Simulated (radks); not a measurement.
Sc2+, configuration [Ar] 3d1.

Calculated with a radial shooting solver on a logarithmic mesh with Libxc functionals: scalar-relativistic Kohn-Sham, LDA (Slater exchange, Perdew-Wang correlation), spin-polarised, spherical densities, finite nucleus; open shells are filled with parallel spins first; Fermi nuclear charge, rms radius 3.5459 fm.

Energy parts (hartree):
total: -761.59033
kinetic: 766.94607
electron-nucleus: -1800.28308
Hartree: 308.51883
exchange-correlation: -36.77215

Orbitals (lengths in bohr, moments of r in powers of bohr; <r^-3> diverges for s and p1/2; r(max) is where P^2 peaks):
| orbital | occ. | eigenvalue (hartree) | r(max) | <r^-3> |
|---|---|---|---|---|
| 1s down | 1 | -161.7296 | 0.04791 | - |
| 1s up | 1 | -161.7293 | 0.04791 | - |
| 2s up | 1 | -17.95468 | 0.2843 | - |
| 2s down | 1 | -17.94467 | 0.2842 | - |
| 2p up | 3 | -14.83340 | 0.2322 | 223.1 |
| 2p down | 3 | -14.82554 | 0.2322 | 223.3 |
| 3s up | 1 | -2.59247 | 0.9265 | - |
| 3s down | 1 | -2.56112 | 0.9263 | - |
| 3p up | 3 | -1.81361 | 0.9664 | 25.18 |
| 3p down | 3 | -1.78244 | 0.9662 | 25.16 |
| 3d up | 1 | -0.67957 | 1.073 | 1.655 |
| 3d down | 0 | -0.64958 | 1.074 | 1.643 |

The highest occupied level is 3d up at -18.492 eV. Summed over all electrons, <r^2> = 16.29 bohr^2, which gives a Langevin (diamagnetic) susceptibility term of -12.9 x 10^-6 cm^3/mol. The density falls to 0.001 e/bohr^3 at r = 3.10 bohr. The electron density at the nucleus is 7244 e/bohr^3 (large components only). Spin moment in Bohr magnetons: 1. For comparison, the ionisation energy in NIST's Atomic Spectra Database is 24.757 eV (measured). In exact Kohn-Sham theory the highest level is minus the ionisation energy, but local and semilocal functionals leave it too shallow, through self-interaction and a potential that decays too fast; potentials with the right tail come closer.
